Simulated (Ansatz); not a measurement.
Scan of H3B, singlet: umbrella (inversion) coordinate, bond length relaxed. Scanned: angle between the B-H bonds and the threefold axis (90 = planar). Other coordinates (B-H bond length) were minimised at B3LYP/def2-TZVP.

Level of theory: CCSD(T) on RHF/aug-cc-pVQZ, frozen core in Ansatz (a program for electronic structure).

Scanned values (°): 90, 93.90, 96.90, 99.90, 102.90, 105.90, 108.90, 111.90, 114.90, 117.90, 120.90, 123.90, 126.90, 129.90, 132.

Task: Locate the minima and the barriers on this grid.

Result: Lower than their neighbours: 90° (0.0 kJ/mol, end of the scan). Higher than their neighbours: 132° (441.4 kJ/mol, end of the scan). The whole profile spans 441.4 kJ/mol.
